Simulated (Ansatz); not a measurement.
Reaction (isomerisation): `[SiH3]/N=C\[SiH2][SiH3]` → `N[Si@@H]1[SiH2][C@H]1[SiH3]`

Gas-phase electronic energies from Ansatz, PBE0-D4/def2-TZVP geometries. CCSD(T)/CBS adds triple-zeta CCSD(T) − MP2 to the extrapolated MP2 energy (def2 sets, frozen cores). One conformer a species, not always the lowest.

```csv
species,CCSD(T)/CBS(def2) energy (Eh)
`[SiH3]/N=C\[SiH2][SiH3]`,-965.36947
`N[Si@@H]1[SiH2][C@H]1[SiH3]`,-965.40258
```

Question: Work out ΔE.

Answer: ΔE = (-965.40258) − (-965.36947) = -0.03311 Eh = -86.9 kJ/mol.

Largest T1 diagnostic among the species: 0.014.

In def2-TZVPP, CCSD(T) changes the Hartree–Fock value by −31.8 kJ/mol (the triples alone add −0.9 kJ/mol) and MP2 by −52.4 kJ/mol. From PBE to PBE0 (25 % exact exchange), in def2-TZVPP and without D4, ΔE moves by −13.2 kJ/mol.
